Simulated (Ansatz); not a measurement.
Reaction (ligand exchange at the Si–O bond): `O[SiH2]O[Si](F)(Cl)Cl` + HI → `F[Si](Cl)(Cl)I` + `O[SiH2]O`

Gas-phase electronic energies from Ansatz, PBE0-D4/def2-TZVP geometries. CCSD(T)/CBS is the MP2 limit (def2-TZVPP, def2-QZVPP) plus CCSD(T) − MP2 in def2-TZVPP, frozen cores. DFT in def2-TZVPP. B3LYP here is the variant with VWN-RPA as its local correlation; programs differ in this. Elements past krypton have def2 core potentials. For I outer-core shells are correlated without core-valence functions, which leaves a few kJ/mol of doubt a bond. One conformer a species, not always the lowest.

Question: Is it downhill or uphill in electronic energy at CCSD(T)/CBS, and by how much? (Estimate.)

Answer: Computed: Uphill: ΔE = +13.1 kcal/mol.

Question: What do these levels give: PBE-D4, B3LYP-D4, ωB97M-V, B2PLYP, r2SCAN, PBE0, B3LYP, SCS-MP2/def2-TZVPP, CCSD/def2-TZVPP, MP2/def2-QZVPP, SCS-MP2/def2-QZVPP, HF/CBS(def2)? (An estimate is asked.)

Answer: The calculation gave: PBE-D4 9.6, B3LYP-D4 14.6, ωB97M-V 13.8, B2PLYP 14.3, r2SCAN 13.0, PBE0 11.1, B3LYP 14.2, SCS-MP2/def2-TZVPP 14.6, CCSD/def2-TZVPP 16.6, MP2/def2-QZVPP 11.6, SCS-MP2/def2-QZVPP 13.5, HF/CBS(def2) 20.1 kcal/mol.

Largest T1 diagnostic among the species: 0.011.

From PBE to PBE0 (25 % exact exchange), in def2-TZVPP and without D4, ΔE moves by +1.9 kcal/mol. In def2-TZVPP, CCSD(T) changes the Hartree–Fock value by −4.0 kcal/mol (the triples alone add −1.0 kcal/mol) and MP2 by −6.8 kcal/mol.
